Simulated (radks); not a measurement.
Values are calculated unless marked as measured or tabulated.
Task: These are the eigenvalues of the occupied orbitals of an atom or ion with whole-number occupations (hartree). Code: a radial shooting solver on a logarithmic mesh with Libxc functionals. Model: scalar-relativistic Kohn-Sham, r2SCAN, spin-polarised, spherical densities, finite nucleus; meta-GGA in the generalised Kohn-Sham scheme; Fermi nuclear charge, rms radius of each element as measured or else 0.836 A^(1/3) + 0.57 fm.

orbital  eigenvalue
1s down   -2719.032
1s up     -2719.031
2s up     -475.9528
2s down   -475.9369
2p up     -414.6055
2p down   -414.5932
3s up     -112.4390
3s down   -112.4377
3p up     -94.34277
3p down   -94.34019
3d up     -74.08067
3d down   -74.07173
4s up     -25.28823
4s down   -25.27616
4p up     -19.32579
4p down   -19.31544
4d up     -11.88333
4d down   -11.87075
5s up      -5.15227
5s down    -5.05411
4f up      -3.63043
5p up      -3.62544
4f down    -3.60782
5p down    -3.49430
5d up      -1.83329

Which element is it, and in what charge state? The configuration may be excited. Open shells, if any, are filled with parallel spins first.

Result: Z = 76, osmium, charge +4: Os4+ in [Xe] 4f14 5d4. The list shows which subshells hold electrons but not how many an open one holds; the 1s level, -2719 hartree, gives Z - s = 73.7 by -(Z - s)^2/2, which with screening and relativity narrows Z to a few neighbours, and the depths of the outer levels then fix element, charge and occupations together.
